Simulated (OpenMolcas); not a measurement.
Ce IV: effect of the basis set

```json
{
 "Program": "OpenMolcas 26.06",
 "Method": "SS-RASPT2, IPEA 0.25 Eh, imaginary shift 0.1 Eh (closed shells correlated: 5s 5p)",
 "Active space": "1 electron in 12 orbitals (RAS2 4f; RAS3 5d, at most 1 electron)",
 "State averaging": "2S+1 = 2 odd, 7 roots; 2S+1 = 2 even, 5 roots",
 "Spin-orbit coupling": "state interaction with AMFI integrals over the reference wave functions, term energies averaged over their components"
}
```

A. ANO-RCC-VDZP [7s6p4d2f1g], DKH2, point nucleus; CASPT2 step of the order of 17 core-seconds
B. ANO-R2 [8s6p5d2f1g], X2C, finite nucleus; CASPT2 step of the order of 11 core-seconds
C. ANO-RCC-VTZP [8s7p5d3f2g1h], DKH2, point nucleus; CASPT2 step roughly 24 core-seconds

Energies in cm⁻¹ above 4f ²F°_5/2, the measured ground level; measured values from Martin, Zalubas and Hagan, Atomic Energy Levels: The Rare-Earth Elements, NSRDS-NBS 60 (1978).

```csv
Level,A,B,C,Measured
4f ²F°_5/2,0.0,0.0,0.0,0.0
4f ²F°_7/2,2430,2430,2420,2253
5d ²D_3/2,47500,45040,44990,49737
5d ²D_5/2,50050,47410,47330,52226
```

Deviations, from unrounded energies. A percentage is the sum of absolute deviations over the sum of measured energies, with the sign that they share, or ± where signs differ.

```tsv
Against measurement	Levels	A	B	C
mean absolute deviation (cm-1)	3	1500	3200	3300
fine structure of the ground term (%)	1	+7.8	+8.0	+7.2
other configurations (%)	2	-4.3	-9.3	-9.5
```

A lies closest to measurement on these levels and C furthest from it. The largest miss of A in the table is 5d ²D_3/2, by -2200 cm-1. The ranking rests on the paired levels alone, and a cruder setting can come out closer through cancelling errors.

Among A to C the level of the table that moves most is 5d ²D_5/2, by 2700 cm-1 (lowest in C, highest in A). Moves below CASPT2's spread within the term are not significant.

Term energies are means over components that CASPT2 splits; among the terms shown or strongly mixed into the levels shown the widest spread is 250 cm-1 (4f ²F°, C). With one active electron, CASPT2 adds the correlation within the correlated inactive shells and between them and that electron, and leaves the splitting within a term as the reference gives it. The basis is small and was not contracted for so high a charge (holds for A). Measured partners are found by configuration, term and J. A level has none where our copy of the source lacks it or the pairing is in doubt (some pairs that miss far off the trend of their configuration count as doubtful), and it then counts in no deviation. Only configurations of the active space appear.

° marks odd parity.
